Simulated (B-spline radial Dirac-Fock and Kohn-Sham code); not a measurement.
# Neutral antimony: differential elastic cross section for positrons at 86.5 keV

These are calculated numbers from a radial atomic solver; the model is relativistic (Dirac) partial waves in the static field of the Dirac-Fock atom, without polarisation or absorption potentials.

Input of the calculation (task.json; shells as n, l, electrons):

```json
{"items": [{
  "Z": 51,
  "q": 0,
  "cfg": [[1, 0, 2], [2, 0, 2], [2, 1, 6], [3, 0, 2], [3, 1, 6], [3, 2, 10], [4, 0, 2], [4, 1, 6], [4, 2, 10], [5, 0, 2], [5, 1, 3]],
  "A": 121,
  "rrms": 4.6802,
  "do": "elastic",
  "energies": [[86500.0, 1]],
  "theta": [0, 1, 2, 3, 5, 7, 10, 15, 20, 25, 30, 40, 50, 60, 70, 80, 90, 100, 110, 120, 130, 140, 150, 160, 170, 180]
}]}
```

Run with: `python xray2_run.py task.json out`

```tsv
θ (°)	dσ/dΩ (a₀²/sr)	Sherman function
0	537	0.000
1	129	0.000
2	28.9	0.000
3	9.52	0.000
5	1.84	0.000
7	0.606	0.000
10	0.178	0.001
15	0.0415	0.001
20	0.0143	0.002
25	0.00619	0.003
30	0.00311	0.004
40	0.00105	0.007
50	0.000455	0.010
60	0.000231	0.012
70	0.000132	0.015
80	8.31e-05	0.017
90	5.61e-05	0.018
100	4.03e-05	0.019
110	3.05e-05	0.019
120	2.41e-05	0.019
130	1.99e-05	0.017
140	1.71e-05	0.015
150	1.53e-05	0.012
160	1.41e-05	0.008
170	1.34e-05	0.004
180	1.32e-05	0.000
```

The total elastic cross section is 0.615 a₀², the first transport cross section 0.00222 a₀² and the second, weighted with (3/2) sin²θ, 0.00562 a₀². The mean deflection is ⟨1 − cos θ⟩ = 0.00361, and 0.028 % of the collisions scatter beyond 90°.

Phase shifts modulo π (rad) for κ = −1 to −5: 0.694, 1.257, 1.561, -1.376, -1.223.
